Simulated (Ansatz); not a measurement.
CH5AlOS2. Total charge 0; spin multiplicity 1. The bonds changed during the relaxation, so this is another structure than the one it started from. The geometry is a stationary point of PBE0-D4/def2-TZVP. It is one conformer, not always the lowest.

```xyz
10

O    -0.610   -1.386   -0.793
C     0.128   -0.454   -0.127
Al   -0.661    1.055    0.886
S     0.553    1.103   -1.244
S     1.792   -0.981    0.326
H    -0.027   -1.931   -1.340
H     0.183    1.628    2.092
H    -2.172    1.407    0.563
H    -0.640    1.088   -1.868
H     1.453   -1.530    1.505
```

Question: What is the dipole moment at r2SCAN/def2-TZVPP? (Best estimate.)

Answer: Computed: 1.68 D, with components (0.13, -1.32, -1.03) D in this frame, pointing from negative to positive charge.

Question: And with PBE, B3LYP, ωB97M-V? (Estimate.)

Answer: Ansatz gave: PBE 1.68 D, B3LYP 1.55 D, ωB97M-V 1.53 D.

Question: Give the Mulliken charges with r2SCAN, ωB97M-V, PBE in def2-TZVPP. (An estimate is asked.)

Answer: The calculation gave: 
```json
{"atom": "O1", "r2SCAN": "-0.30", "ωB97M-V": "-0.26", "PBE": "-0.23"}
{"atom": "C2", "r2SCAN": "0.10", "ωB97M-V": "-0.01", "PBE": "0.09"}
{"atom": "Al3", "r2SCAN": "0.42", "ωB97M-V": "0.31", "PBE": "0.28"}
{"atom": "S4", "r2SCAN": "-0.15", "ωB97M-V": "-0.12", "PBE": "-0.14"}
{"atom": "S5", "r2SCAN": "-0.17", "ωB97M-V": "-0.13", "PBE": "-0.17"}
{"atom": "H6", "r2SCAN": "0.20", "ωB97M-V": "0.18", "PBE": "0.18"}
{"atom": "H7", "r2SCAN": "-0.16", "ωB97M-V": "-0.12", "PBE": "-0.12"}
{"atom": "H8", "r2SCAN": "-0.17", "ωB97M-V": "-0.12", "PBE": "-0.13"}
{"atom": "H9", "r2SCAN": "0.13", "ωB97M-V": "0.15", "PBE": "0.14"}
{"atom": "H10", "r2SCAN": "0.10", "ωB97M-V": "0.12", "PBE": "0.12"}
```

B3LYP here is the variant with VWN-RPA as its local correlation; programs differ in this.
